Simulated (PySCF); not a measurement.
Compound: C8H14P (charge +1).
Cartesian coordinates in Å at the GFN2-xTB level; atoms count from 1:
```
atom  x, y, z in Å
C1     3.764    0.310    1.633
C2     2.640   -0.069    0.843
C3     1.682   -0.386    0.172
P4     0.329   -0.873   -0.771
C5    -0.650    0.352   -1.690
C6    -1.217    0.017   -3.046
C7    -1.329   -0.215   -0.432
C8    -1.524    0.646    0.794
C9    -1.635   -0.205    2.053
H10    4.666    0.308    1.022
H11    3.611    1.310    2.039
H12    3.890   -0.392    2.458
H13    0.412   -2.117   -1.345
H14   -0.286    1.373   -1.592
H15   -1.518   -1.027   -3.107
H16   -2.096    0.634   -3.229
H17   -0.495    0.220   -3.834
H18   -2.141   -0.914   -0.619
H19   -0.689    1.346    0.893
H20   -2.436    1.231    0.662
H21   -1.774    0.428    2.925
H22   -0.728   -0.793    2.194
H23   -2.482   -0.883    1.988
```

Probes without a nucleus sit at each ring's centroid and 1 Å off its mean plane on both sides; NICS is minus the shielding there, NICSzz its component along the normal. Level: GIAO PBE0/pcSseg-1 (PySCF, non-relativistic, gas phase) on the GFN2-xTB geometry, one conformer.

Ring bond lengths (Å), with Mayer bond orders in brackets: P4–C5 1.817 (0.92), C5–C7 1.538 (0.82), C7–P4 1.816 (0.92).

What do the NICS probes read (ppm)?

```
    ring                                             type  NICS(0)  NICS(1), two faces  NICS(1)zz, two faces  rms pucker (Å)  centre to ring atoms, mean (Å)
P4–C5–C7  3-membered ring with P; formal bonds all single    -31.6         -7.5 / -8.9         -14.6 / -18.4            0.00                            1.00
```

What can be read from them?

- P4–C5–C7: mean NICS(1)zz -16.5 ppm, shielded. P4, C5, C7 have four or more neighbours, so the value isn't read as a sign of a π ring current. The two faces differ by 3.8 ppm, so no symmetry operation interchanges them. NICS(0) lies 23 ppm below the mean NICS(1).

At the first NICS(1) probe listed for ring P4–C5–C7, 1 Å off the ring, what do the in-plane components average?

The isotropic value is a third of the trace: (3 × -7.5 − (-14.6))/2 = -4.0 ppm.
